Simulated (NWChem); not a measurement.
System: ZrNH2F3; SMILES [NH2][Zr]([F])([F])[F]

NWChem input:

```
start job
memory heap 200 mb stack 900 mb global 1100 mb
geometry units angstroms
  Zr     0.001330    -0.005202     0.001414
  F      1.831461    -0.029176    -0.338424
  F     -0.394388     0.933544     1.559829
  F     -0.869494     0.759934    -1.453889
  N     -0.650506    -1.874581     0.260001
  H     -0.520035    -2.662460    -0.383004
  H     -1.258814    -2.186825     1.023993
end
basis spherical
  * library def2-svp
end
ecp
  Zr library def2-ecp
end
dft
  xc xpbe96 cpbe96
  disp vdw 4
  iterations 150
end
driver
  maxiter 120
end
task dft optimize
dft
  grid fine
  convergence energy 1d-8 density 1d-7
end
task dft freq numerical
```

NWChem printed, in part:

```
             Northwest Computational Chemistry Package (NWChem) 7.3.0
             --------------------------------------------------------

 C1  symmetry detected

                             Geometry "geometry" -> ""
                             -------------------------

 Output coordinates in angstroms (scale by  1.889725989 to convert to a.u.)

  No.       Tag          Charge          X              Y              Z
 ---- ---------------- ---------- -------------- -------------- --------------
    1 Zr                  40.0000     0.03037072    -0.02326504     0.01401886
    2 F                    9.0000    -0.49803568    -1.30276704     1.25864949
    3 F                    9.0000     1.30153864     1.13821678     0.72224637
    4 F                    9.0000     0.70955811    -0.88949601    -1.48598872
    5 N                    7.0000    -1.54683084     1.08202000    -0.51239873
    6 H                    1.0000    -2.44517776     0.73685018    -0.86603984
    7 H                    1.0000    -1.55938475     2.10602786    -0.56208781

 Effective nuclear repulsion energy (a.u.)     486.0382352036

                                Z-matrix (autoz)
                                --------

 Units are Angstrom for bonds and degrees for angles

[...]

      ----------------------
      Optimization converged
      ----------------------

  Step       Energy      Delta E   Gmax     Grms     Xrms     Xmax
  ---- ---------------- -------- -------- -------- -------- --------
@    9    -402.23358918 -1.5D-07  0.00004  0.00001  0.00059  0.00114
                                     ok       ok       ok       ok

                                Z-matrix (autoz)
                                --------

 Units are Angstrom for bonds and degrees for angles

[...]

 Rotational Constants
 --------------------
 A=   0.093515 cm-1  (  0.134545 K)
 B=   0.088247 cm-1  (  0.126965 K)
 C=   0.086655 cm-1  (  0.124675 K)

 Temperature                      =   298.15K
 frequency scaling parameter      =   1.0000

 Zero-Point correction to Energy  =   18.353 kcal/mol  (  0.029248 au)
 Thermal correction to Energy     =   23.279 kcal/mol  (  0.037098 au)
 Thermal correction to Enthalpy   =   23.872 kcal/mol  (  0.038042 au)

 Total Entropy                    =   90.699 cal/mol-K
   - Translational                =   41.154 cal/mol-K (mol. weight = 162.9182)
   - Rotational                   =   27.202 cal/mol-K (symmetry #  =        1)
   - Vibrational                  =   22.343 cal/mol-K

 Cv (constant volume heat capacity) =   23.758 cal/mol-K
   - Translational                  =    2.979 cal/mol-K
   - Rotational                     =    2.979 cal/mol-K
   - Vibrational                    =   17.799 cal/mol-K

[normal modes left out]

 ----------------------------------------------------------------------------
 Normal Eigenvalue ||           Projected Infra Red Intensities
  Mode   [cm**-1]  || [atomic units] [(debye/angs)**2] [(KM/mol)] [arbitrary]
 ------ ---------- || -------------- ----------------- ---------- -----------
    1       -0.000 ||    0.000224           0.005         0.218       0.053
    2       -0.000 ||    0.000160           0.004         0.156       0.038
    3        0.000 ||    0.000703           0.016         0.686       0.165
    4        0.000 ||    0.001046           0.024         1.020       0.246
    5        0.000 ||    0.001008           0.023         0.982       0.237
    6        0.000 ||    0.000020           0.000         0.020       0.005
    7       16.861 ||    0.005452           0.126         5.315       1.282
    8      147.207 ||    0.005358           0.124         5.223       1.260
    9      156.295 ||    0.007879           0.182         7.681       1.853
   10      162.525 ||    0.004664           0.108         4.547       1.097
   11      169.517 ||    0.015533           0.358        15.142       3.653
   12      204.585 ||    0.002592           0.060         2.527       0.610
   13      446.666 ||    0.021007           0.485        20.479       4.941
   14      449.855 ||    0.209880           4.842       204.602      49.360
   15      646.560 ||    0.000038           0.001         0.037       0.009
   16      656.689 ||    0.167719           3.869       163.501      39.445
   17      668.956 ||    0.155814           3.595       151.895      36.645
   18      684.491 ||    0.177267           4.090       172.809      41.690
   19     1447.113 ||    0.028111           0.649        27.404       6.611
   20     3449.091 ||    0.060989           1.407        59.455      14.344
   21     3537.956 ||    0.027455           0.633        26.764       6.457
 ----------------------------------------------------------------------------
```

Level: PBE-D3(BJ)/def2-SVP with def2 effective core potentials on Zr. def2 effective core potentials on Zr; no spin-orbit coupling.
